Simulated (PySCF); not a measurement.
**Run times: gold in x2c-QZVPPall-2c**

Measured wall times of calculations with PySCF 2.14 in x2c-QZVPPall-2c, with two-component X2C-1e, run from one Python driver. Hardware: 4 threads of Neoverse-V2 on a shared host, 12 GiB allowed. The two-electron integrals over 191 functions were computed once and kept in memory (41 CPU seconds with the set-up); the times below exclude them.

Launch command (the driver calls PySCF for each step listed in the task file):

```bash
OMP_NUM_THREADS=4 python sorun2.py TASK.json OUT
```

```csv
species,step,iterations,wall time (s)
Au³⁺ [Xe] 4f14 5d8,"GHF, spin-free",9,17
Au³⁺ [Xe] 4f14 5d8,"GMP2 (16 electrons), spin-free",,8.3
Au³⁺ [Xe] 4f14 5d8,"GHF, screened spin-orbit",12,41
Au³⁺ [Xe] 4f14 5d8,"GMP2 (16 electrons), screened spin-orbit",,2.4
Au⁴⁺ [Xe] 4f14 5d7,"GHF, spin-free",8,15
Au⁴⁺ [Xe] 4f14 5d7,"GMP2 (15 electrons), spin-free",,2.2
Au⁴⁺ [Xe] 4f14 5d7,"GHF, screened spin-orbit",14,43
Au⁴⁺ [Xe] 4f14 5d7,"GMP2 (15 electrons), screened spin-orbit",,2.2
```

Peak memory of the process: 1.9 GiB. Times on a shared host vary from run to run.
